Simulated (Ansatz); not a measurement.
## Ansatz (development build ahead of 0.2.0) run

```yaml
crystal:
  periodic: [false, false, false]
  atoms:
    - { symbol: Mn, position_ang: [0.0, 0.0, 0.0] }
    - { symbol: H, position_ang: [0.0, 0.0, 2.768] }
basis:
  gaussian: { orbitals: def2-SVP }
magnetization:
  spin_polarized: true
  initial_magnetization: 6
hamiltonian:
  xc: pbe0
scf:
  omitted_lower_state_checks: [stability, starts, atomic_configurations, cluster_reference, orbital_swaps, given_window_search, neighbouring_geometries, increment]
output:
  forces: true
```

The input is written out in the form of the current development build from the run's settings.

The run gave:

```json
{
  "Converged": "yes",
  "Total energy": "-1151.11974 hartree",
  "Spin squared of the determinant": "12.030"
}
```

Forces (eV/Å):
```
atom     Fx     Fy      Fz
 Mn1  0.000  0.000   0.972
  H2  0.000  0.000  -0.972
```
